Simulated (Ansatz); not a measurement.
## singlet Be: levels of theory in one basis

A single Be atom.

Basis set: def2-SVP (spherical functions). All electrons are correlated. Charge 0, multiplicity 1.

Computed with Ansatz (development build ahead of 0.2.0); each method stands on the lowest determinant of its kind that the runs found.

| method | E − E(RHF) (eV) | <S²> of the determinant |
| --- | --- | --- |
| RHF | 0.00 | 0.00 |
| UHF | -0.02 | 0.17 |
| RHF-MP2 | -0.62 | – |
| RHF-CCSD | -1.22 | – |
| RHF-CCSD(T) | -1.22 | – |
| RHF-CCSDT | -1.22 | – |
| RHF-CCSDT(Q) | -1.22 | – |

(1) What does UHF-MP2 give on the same scale?

(2) Is a single determinant a sound starting point here?

Answers

(1) -0.52 eV.

(2) Only with care. Unrestricted orbitals gain 0.02 eV and <S²> is 0.17 against 0.00 for a pure state, so spin symmetry breaks but gains little energy; restricted orbitals can still serve.

Caution for UHF, UHF-MP2: the unrestricted determinant is spin contaminated.
